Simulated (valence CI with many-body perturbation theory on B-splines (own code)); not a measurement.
# E1 transitions of Ni23+

Level of theory: relativistic CI+MBPT: three valence electrons over a frozen Dirac-Fock core [He], radial functions for each j: 11 s, 11 p, 10 d, 8 f, 5 g, 2 h, with the one-electron correlation potential Σ1 (screened to all orders), the two-electron term Σ2, the three-electron term Σ3, Breit, model QED; selected single and double excitations, second order for the rest, scaled by the run's own slope (own B-spline code, finite nucleus).

No measured levels were compared; by estimate levels of excited configurations hold to 0.05 to 0.15 % of their energy, terms of the ground configuration to about 0.5 %.

Lines 1 to 50 of 582 in falling wavelength, among levels below 128.97 Ry, chosen from the strongest by gf and those to the six lowest levels. Wavelengths and rates use the calculated energies, so an error of 800 cm⁻¹ moves a line at 2491 Å by 2 % and its rate by three times that or more. Electric multipoles are in the length gauge, E1 and E2 with the static RPA response of the core. Weak lines are less certain than strong ones. Lines between different terms over intervals too small for the method are left out, as are lines whose strength nearly cancels. Where a level lies close to another of its J and parity, the split of strength between their lines is uncertain. The highest levels of a list are the least certain.

Names give the largest LS component (configuration and term), which can be under half, so a name can repeat, a term be missing and a line seem to break the LS rules; names also repeat where a configuration has a term twice. Letters in brackets count levels of one name in rising energy.

| λ vac (Å) | Upper | Lower | A (s⁻¹) | S (a.u.) |
| --- | --- | --- | --- | --- |
| 2491 | 2s.2p.4f 4F_7/2 [b] | 2s.2p.4d 4D°_5/2 | 1.64e+07 | 1.00e+00 |
| 2442 | 2s.2p.4f 4G_9/2 | 2s.2p.4d 4F°_7/2 | 2.57e+07 | 1.84e+00 |
| 2435 | 2s2.4f 2F°_7/2 | 2s2.4d 2D_5/2 | 2.62e+07 | 1.50e+00 |
| 2307 | 2s.2p.4f 2G_7/2 [b] | 2s.2p.4d 2F°_5/2 [b] | 2.72e+07 | 1.32e+00 |
| 2286 | 2s.2p.4f 4F_9/2 | 2s.2p.4d 4D°_7/2 | 2.50e+07 | 1.47e+00 |
| 2262 | 2s2.4f 2F°_5/2 | 2s2.4d 2D_3/2 | 3.05e+07 | 1.05e+00 |
| 2230 | 2s.2p.4f 2G_9/2 [b] | 2s.2p.4d 2F°_7/2 [b] | 3.41e+07 | 1.86e+00 |
| 2098 | 2s.2p.4f 4G_7/2 | 2s.2p.4d 4F°_5/2 [b] | 2.85e+07 | 1.04e+00 |
| 2025 | 2s.2p.4f 4G_5/2 | 2s.2p.4d 4F°_3/2 | 4.01e+07 | 9.85e-01 |
| 1782 | 2s.2p.4f 4G_11/2 | 2s.2p.4d 4F°_9/2 | 6.79e+07 | 2.27e+00 |
| 1584 | 2s.2p.4d 4F°_9/2 | 2s.2p.4p 4D_7/2 | 1.46e+08 | 2.86e+00 |
| 1511 | 2s.2p.4d 4F°_7/2 | 2s.2p.4p 4D_5/2 | 1.69e+08 | 2.30e+00 |
| 1459 | 2s.2p.4d 2D°_5/2 [b] | 2s.2p.4p 2P_3/2 [c] | 1.54e+08 | 1.42e+00 |
| 1445 | 2s.2p.4d 2F°_7/2 [b] | 2s.2p.4p 2D_5/2 [b] | 1.89e+08 | 2.26e+00 |
| 1415 | 2s.2p.4d 4D°_7/2 | 2s.2p.4p 4D_7/2 | 7.01e+07 | 7.84e-01 |
| 1407 | 2s.2p.4d 4F°_5/2 [a] | 2s.2p.4p 4D_3/2 | 1.65e+08 | 1.36e+00 |
| 1395 | 2s2.4d 2D_5/2 | 2s2.4p 2P°_3/2 | 2.12e+08 | 1.71e+00 |
| 1368 | 2s.2p.4d 4D°_7/2 | 2s.2p.4p 4P_5/2 | 1.29e+08 | 1.30e+00 |
| 1355 | 2s.2p.4d 2P°_3/2 [b] | 2s.2p.4p 2S_1/2 [b] | 1.49e+08 | 7.31e-01 |
| 1326 | 2s.2p.4p 2P_3/2 [a] | 2s.2p.4s 4P°_3/2 | 1.44e+08 | 6.63e-01 |
| 1317 | 2s.2p.4d 4D°_5/2 | 2s.2p.4p 4P_5/2 | 1.22e+08 | 8.24e-01 |
| 1285 | 2s.2p.4d 2F°_5/2 [a] | 2s.2p.4p 2D_3/2 [a] | 2.51e+08 | 1.58e+00 |
| 1282 | 2s.2p.4d 2D°_5/2 [a] | 2s.2p.4p 2P_3/2 [b] | 1.62e+08 | 1.01e+00 |
| 1279 | 2s.2p.4p 2D_3/2 [b] | 2s.2p.4s 2P°_3/2 [b] | 1.45e+08 | 5.98e-01 |
| 1265 | 2s.2p.4p 2P_3/2 [b] | 2s.2p.4s 2P°_3/2 [a] | 1.74e+08 | 6.95e-01 |
| 1246 | 2s.2p.4p 2D_3/2 [b] | 2s.2p.4s 2P°_1/2 [b] | 1.34e+08 | 5.11e-01 |
| 1244 | 2s.2p.4d 4D°_5/2 | 2s.2p.4p 4P_3/2 | 1.18e+08 | 6.72e-01 |
| 1235 | 2s2.4p 2P°_1/2 | 2s2.4s 2S_1/2 | 2.99e+08 | 5.56e-01 |
| 1234 | 2s.2p.4d 2D°_3/2 [b] | 2s.2p.4p 2P_1/2 [b] | 1.62e+08 | 6.00e-01 |
| 1230 | 2s.2p.4d 2F°_7/2 [a] | 2s.2p.4p 2D_5/2 [a] | 2.70e+08 | 1.98e+00 |
| 1222 | 2s.2p.4p 2P_1/2 [a] | 2s.2p.4s 2P°_1/2 [a] | 3.01e+08 | 5.42e-01 |
| 1220 | 2s.2p.4d 2D°_3/2 [a] | 2s.2p.4p 2P_1/2 [a] | 2.57e+08 | 9.21e-01 |
| 1220 | 2s.2p.4d 4F°_3/2 | 2s.2p.4p 4D_1/2 | 2.58e+08 | 9.25e-01 |
| 1216 | 2s.2p.4d 2F°_5/2 [b] | 2s.2p.4p 2D_3/2 [b] | 2.67e+08 | 1.42e+00 |
| 1210 | 2s.2p.4d 4F°_5/2 [b] | 2s.2p.4p 2P_3/2 [a] | 2.39e+08 | 1.25e+00 |
| 1187 | 2s.2p.4d 4P°_3/2 | 2s.2p.4p 4P_3/2 | 1.80e+08 | 5.92e-01 |
| 1172 | 2s2.4d 2D_3/2 | 2s2.4p 2P°_1/2 | 2.98e+08 | 9.46e-01 |
| 1146 | 2s.2p.4p 4D_7/2 | 2s.2p.4d 4F°_5/2 [a] | 8.14e+07 | 4.84e-01 |
| 1119 | 2s.2p.4d 2P°_3/2 [a] | 2s.2p.4p 2P_3/2 [b] | 1.80e+08 | 4.98e-01 |
| 1115 | 2s.2p.4p 4P_3/2 | 2s.2p.4s 4P°_5/2 | 2.11e+08 | 5.77e-01 |
| 1087 | 2s.2p.4p 2D_5/2 [b] | 2s.2p.4s 2P°_3/2 [b] | 4.30e+08 | 1.63e+00 |
| 1085 | 2s.2p.4p 2D_3/2 [a] | 2s.2p.4s 2P°_1/2 [a] | 3.21e+08 | 8.09e-01 |
| 1062 | 2s.2p.4p 4P_5/2 | 2s.2p.4s 4P°_5/2 | 2.85e+08 | 1.01e+00 |
| 1050 | 2s.2p.4p 4P_1/2 | 2s.2p.4s 4P°_3/2 | 5.05e+08 | 5.77e-01 |
| 1044 | 2s.2p.4p 2D_5/2 [a] | 2s.2p.4s 2P°_3/2 [a] | 3.92e+08 | 1.32e+00 |
| 1035 | 2s.2p.4p 4D_7/2 | 2s.2p.4s 4P°_5/2 | 3.93e+08 | 1.72e+00 |
| 1010 | 2s.2p.4p 2P_3/2 [c] | 2s.2p.4s 2P°_3/2 [b] | 2.67e+08 | 5.43e-01 |
| 1007 | 2s.2p.4p 4D_3/2 | 2s.2p.4s 4P°_1/2 | 5.08e+08 | 1.02e+00 |
| 997.5 | 2s.2p.4p 4D_5/2 | 2s.2p.4s 4P°_3/2 | 5.86e+08 | 1.72e+00 |
| 996.3 | 2s2.4p 2P°_3/2 | 2s2.4s 2S_1/2 | 5.73e+08 | 1.12e+00 |
